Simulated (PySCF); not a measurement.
Stepwise substitution at one centre (B SiH3-I). Gas-phase values, no solvent. Strings in code marks are SMILES.

The four lowest singlet excitations (Tamm–Dancoff). Computed with r2SCAN-D4/def2-TZVP (PySCF 2.14.0). Excitations are Tamm–Dancoff values on a coarser integration grid. The basis has no diffuse functions, so Rydberg states are missing or too high.

| state | energy (eV) | wavelength (nm) | oscillator strength |
|---|---|---|---|
| S1 | 3.51 | 353 | 0.000 |
| S2 | 4.20 | 295 | 0.000 |
| S3 | 4.20 | 295 | 0.000 |
| S4 | 4.70 | 264 | 0.144 |

Q: Identify which member gives these states.
A) `IB(I)I`
B) `[SiH3]B([SiH3])[SiH3]`
C) `[SiH3]B(I)I`
D) `[SiH3]B([SiH3])I`

A: A, `IB(I)I`
